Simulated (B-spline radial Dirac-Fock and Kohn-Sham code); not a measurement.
**Internal conversion coefficients of Mn at 33.2 keV**

Z = 25 (manganese), transition energy 33.2 keV. These are calculated numbers from a radial finite-basis atomic code; the model is a Dirac-Hartree-Slater potential of the neutral atom with a Latter tail (no hole, which puts coefficients of high multipoles low close above an edge), finite nucleus with surface currents. Subshells that would emit electrons below 1 keV are left out.

| subshell | electron energy (keV) | E1 | E3 | E4 | M1 | M4 |
| --- | --- | --- | --- | --- | --- | --- |
| K | 26.66 | 1.00 | 531 | 10700 | 0.576 | 9190 |
| L1 | 32.43 | 0.0835 | 40.4 | 739 | 0.0543 | 1530 |
| L2 | 32.55 | 0.00495 | 62.8 | 3670 | 0.00262 | 312 |
| L3 | 32.56 | 0.00900 | 104 | 6010 | 0.00113 | 1650 |
| M1 | 33.12 | 0.0120 | 5.75 | 105 | 0.00789 | 237 |
| M2 | 33.14 | 0.000671 | 8.70 | 513 | 0.000362 | 44.1 |
| M3 | 33.14 | 0.00122 | 14.4 | 838 | 0.000155 | 238 |
| M4 | 33.19 | 2.19e-06 | 0.0169 | 3.03 | 3.79e-07 | 0.576 |
| M5 | 33.19 | 3.18e-06 | 0.0237 | 4.07 | 3.25e-07 | 0.696 |
| N1 | 33.19 | 0.000765 | 0.367 | 6.69 | 0.000505 | 15.3 |
| total |  | 1.11 | 768 | 22600 | 0.643 | 13200 |

Q: For a pure E3 transition, what fraction of decays emits a photon?

A: 1/(1 + α) = 0.00130 with the total α = 768.
